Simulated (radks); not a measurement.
Species: Pb II. Configuration: [Xe] 4f14 5d9.5 6s2 6p1 6d0.5 (fractional occupations, a model configuration). All-electron calculation, scalar-relativistic Kohn-Sham, LDA (Slater exchange, Perdew-Wang correlation), spin-polarised, spherical densities, finite nucleus; open shells are filled with parallel spins first (spin-orbit coupling, left out, can overturn this in heavy ions); Fermi nuclear charge, rms radius 5.5012 fm. Program: a radial shooting solver on a logarithmic mesh with Libxc functionals.

Unscreened Slater integrals over Kohn-Sham orbitals (cm^-1). They are taken over the spin-up orbitals. Empty in this configuration: 7s.

integral    value
F0(6d,6d)   38231
F2(6d,6d)   20290
F4(6d,6d)   13396
F0(6d,6p)   46375
F2(6d,6p)   18779
G1(6d,6p)   17519
G3(6d,6p)   10933
F0(6d,6s)   47975
G2(6d,6s)  6313.3
F0(6d,5d)   49679
F2(6d,5d)  7486.6
F4(6d,5d)  2793.9
G0(6d,5d)  1483.8
G2(6d,5d)  1806.3
G4(6d,5d)  1459.5
F0(6d,7s)   36882
G2(6d,7s)   17595
F0(6p,6p)   69483
F2(6p,6p)   37607
F0(6p,6s)   77509
G1(6p,6s)   47116
F0(6p,5d)   85913
F2(6p,5d)   26658
G1(6p,5d)   10606
G3(6p,5d)  8874.4
F0(6p,7s)   43402
G1(6p,7s)  5826.9
F0(6s,6s)   90518
F0(6s,5d)  107150
G2(6s,5d)   22885
F0(6s,7s)   44975
G0(6s,7s)  2313.6
F0(5d,5d)  154400
F2(5d,5d)   80505
F4(5d,5d)   53681
F0(5d,7s)   47103
G2(5d,7s)  2267.9
F0(7s,7s)   35935

Derived for the open shells (J is the average intra-shell exchange parameter used in DFT+U). 5d: Racah B = F2/49 - 5 F4/441 = 1034 cm^-1, C = 35 F4/441 = 4260 cm^-1, C/B = 4.12, F4/F2 = 0.667, J = (F2 + F4)/14 = 9585 cm^-1. 6p: J = F2/5 = 7521 cm^-1. 6d: Racah B = F2/49 - 5 F4/441 = 262.2 cm^-1, C = 35 F4/441 = 1063 cm^-1, C/B = 4.05, F4/F2 = 0.660, J = (F2 + F4)/14 = 2406 cm^-1.
